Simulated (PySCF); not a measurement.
C₈H₁₃P.
Z-matrix (Å and degrees, GFN2-xTB geometry), rows numbered from 1:
```
C 
C   1  1.5252
C   2  1.5233  1  111.52
P   2  1.8857  1  109.38  3   126.30
C   4  1.8114  2  100.34  1   -79.99
C   5  1.3256  4  123.51  2  -128.05
C   6  1.4981  5  124.86  4     3.81
C   7  1.4982  6  113.51  5    26.96
C   8  1.3256  7  124.71  6   -26.99
H   1  1.0893  2  110.48  3    59.89
H   1  1.0887  2  110.58  3  -179.89
H   1  1.0886  2  110.69  3   -59.84
H   2  1.0986  1  108.58  3  -120.18
H   3  1.0898  2  110.04  1   -60.37
H   3  1.0886  2  110.97  1   179.53
H   3  1.0884  2  110.69  1    59.36
H   5  1.0828  4  115.77  2    56.96
H   6  1.0837  5  120.05  4  -176.78
H   7  1.0979  6  108.90  5   -94.64
H   7  1.0941  6  109.32  5   149.31
H   8  1.0837  7  115.16  6   152.35
H   9  1.0834  4  115.43  2   -54.93
```

NICS is the negative of the GIAO shielding at a point without a nucleus: at the ring centre (0) and 1 Å above and below it (1); zz is the component along the ring normal. Level: GIAO PBE0/pcSseg-1 (PySCF, non-relativistic, gas phase) on the GFN2-xTB geometry, one conformer.

Ring bond lengths (Å), with Mayer bond orders in brackets: P4–C5 1.811 (0.93), C5–C6 1.326 (1.91), C6–C7 1.498 (1.06), C7–C8 1.498 (1.06), C8–C9 1.326 (1.91), C9–P4 1.812 (0.94).

Problem. What do the NICS probes read (ppm)?

Solution. 
```csv
ring,type,NICS(0),"NICS(1), two faces","NICS(1)zz, two faces",rms pucker (Å),"centre to ring atoms, mean (Å)"
P4–C5–C6–C7–C8–C9,"6-membered ring with P; formal bonds 2 double, 4 single",-1.2,-1.4 / -3.7,0.4 / -2.0,0.18,1.52
```

Problem. What can be read from them?

Solution. 
- P4–C5–C6–C7–C8–C9: mean NICS(1)zz -0.8 ppm, near zero. C7 has four or more neighbours, so the value isn't read as a sign of a π ring current.

Problem. At the second NICS(1) probe listed for ring P4–C5–C6–C7–C8–C9, 1 Å off the ring, how large is the induced field along the normal in 7.05 T applied along it?

Solution. NICSzz × B0 = -2.0 ppm × 7.05 T = -14 μT, against the applied field.

Problem. Give the inner angles of the rings and the Hirshfeld charges of the ring atoms.

Solution. 
- P4–C5–C6–C7–C8–C9: P4 96.7° (+0.148 e), C5 123.5° (-0.106 e), C6 124.9° (-0.042 e), C7 113.5° (-0.070 e), C8 124.7° (-0.043 e), C9 123.6° (-0.106 e); sum 706.9° against 720° for a flat convex ring.

The run took about 2 min of CPU time (one thread, shared machine). This is the whole shielding run at PBE0/pcSseg-1, SCF included.
